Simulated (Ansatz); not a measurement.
Input file:

```yaml
crystal:
  periodic: [false, false, false]
  atoms:
    - { symbol: Ga, position_ang: [-0.661777, -0.657082, -0.673324] }
    - { symbol: Si, position_ang: [1.339732, -0.703771, 0.980186] }
    - { symbol: H, position_ang: [-0.018422, -0.983279, -2.049244] }
    - { symbol: H, position_ang: [-1.860221, -1.204315, 0.146476] }
    - { symbol: H, position_ang: [0.228779, 0.575845, 0.093118] }
    - { symbol: P, position_ang: [-0.800929, 1.956086, -0.615628] }
    - { symbol: H, position_ang: [2.587851, 0.009378, 0.569846] }
    - { symbol: H, position_ang: [0.989899, -0.318795, 2.381532] }
    - { symbol: H, position_ang: [1.603501, -2.177867, 0.940097] }
    - { symbol: H, position_ang: [-2.011343, 1.783396, 0.11824] }
    - { symbol: H, position_ang: [-1.39697, 1.720504, -1.891301] }
basis:
  gaussian: { orbitals: def2-SVP }
hamiltonian:
  xc: pbe0
  dispersion: d4
phonons: {}
```

Command:

```bash
$ ansatz run input.yaml --threads 2 --pin off --max-ram 3072MiB --backend cpu --events-out ev --progress --plain --runs-dir out
```

Hardware: 2 threads of Intel(R) Xeon(R) Platinum 8488C (Sapphire Rapids) (shared host).

Q: Roughly how long does this run take, and how much memory?

A: 2.1 min, with a peak of 0.28 GiB, for 0 ionic steps.
